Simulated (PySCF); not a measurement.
**Working out the ionisation energy of Cl(5+)**

Cl(5+) [Ne] 3s2 (1S) → Cl(6+) [Ne] 3s1 (2S). Computed with PySCF 2.14 in an uncontracted even-tempered set (19 s from 0.19 bohr⁻², ratio 2.5; 12 p from 0.24 bohr⁻², ratio 2.5; 5 d from 1.2 bohr⁻², ratio 2.7; 5 f from 1.8 bohr⁻², ratio 2.7), with scalar relativity by spin-free X2C-1e. Frozen: 1s2; the 22 highest virtual orbitals dropped. Energies in hartree (1 hartree = 27.21139 eV):

| part | Cl(5+) (lower) | Cl(6+) (upper) |
| --- | --- | --- |
| UHF | -453.822622 | -450.332398 |
| MP2 opposite-spin | -0.272395 | -0.222109 |
| MP2 same-spin | -0.086770 | -0.079824 |

Q: What does Hartree-Fock give?

A: (-450.332398) − (-453.822622) = 3.490224 hartree = 94.974 eV.

Q: What do MP2 and SCS-MP2 (6/5 opposite-spin, 1/3 same-spin) give?

A: The opposite-spin parts differ by 1.368 eV and the same-spin parts by 0.189 eV. MP2: 94.974 + (1.368) + (0.189) = 96.531 eV. SCS-MP2: 94.974 + 1.2 × (1.368) + (0.189)/3 = 96.679 eV.

A first-order spin-orbit estimate adds 0.000 eV to MP2 (outer shells), giving 96.531 eV against 96.94 ± 0.04 eV (semi-empirical (NIST evaluation); NIST Atomic Spectra Database, ionization energies).

What remains against the reference includes basis incompleteness, the frozen core and correlation beyond second order.
